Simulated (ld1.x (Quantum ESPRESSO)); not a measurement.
Results of a calculation; reference values are marked as such.
**Pseudopotentials across the periodic table**

Generated with ld1.x 7.5 (TM, RRKJ, ultrasoft, PAW), atompaw 4.2 or ONCVPSP 4.0.1. The cutoff is in Ry: for ld1.x and atompaw files where the sum of valence levels is converged to 10 mRy in a Bessel basis, for ONCV files where the hardest occupied wave has 1 mHa per electron of residual kinetic energy. The error is the largest all-electron minus pseudo excitation energy over each file’s own four to seven test configurations (ionisations up to +4, promotions, holes and added fractions of an electron), all of which were solved. The labels leave out finer settings (local radius, basis sizes, second energies), which also bear on the numbers. Spin-polarised tests are not counted. The rows are a selection from randomly drawn settings: files with unsolved tests, undetermined cutoffs or missed reference levels are left out.

A true bound ghost makes a file unfit for plane-wave use even where its test errors are small: the radial tests pick states by their node count and pass the ghost by.

| element | potential | cutoff (Ry) | largest error (meV) | bound ghosts |
| --- | --- | --- | --- | --- |
| Li | TM, BLYP, scalar-relativistic, rc 0.70/4.20 (sp), local p, core correction no, reference 1s2 2s0 2p1 | 160 | +380 | none |
| As | ultrasoft, revPBE, fully relativistic, rc 1.95/1.75 (sp), local smoothed, core correction yes, reference 4s2 4p3 | 8 | -138 | none |
| Sn | TM semilocal, PBE, scalar-relativistic, rc 1.55/2.40 (sp), local p, core correction no, reference 5s2 5p2 | 35 | +168 | none |
| Yb | ultrasoft, BP86, scalar-relativistic, rc 3.10/4.45/2.35 (spd), local smoothed, core correction no, reference 5d1 6s1.5 6p0 | 12 | +454 | none |
| Ta | PAW, PBEsol, scalar-relativistic, rc 3.00/3.00/3.10 (spd), local smoothed, core correction yes, reference 5d3 6s0 6p0 | 10 | -166 | none |

Q: Fill in the row for Cu: PAW, LDA (PZ), scalar-relativistic, rc 2.30/4.00/1.10 (spd), local smoothed, core correction yes, reference 3d10 4s1 4p0.

A: cutoff 120 Ry, largest error -456 meV, bound ghosts: s.

Q: Fill in the row for Hf: TM, LDA (PZ), scalar-relativistic, rc 2.30/3.00/2.75 (spd), local s, core correction yes, reference 5d2 6s1.5 6p0.5.

A: cutoff 21 Ry, largest error -31 meV, bound ghosts: none.
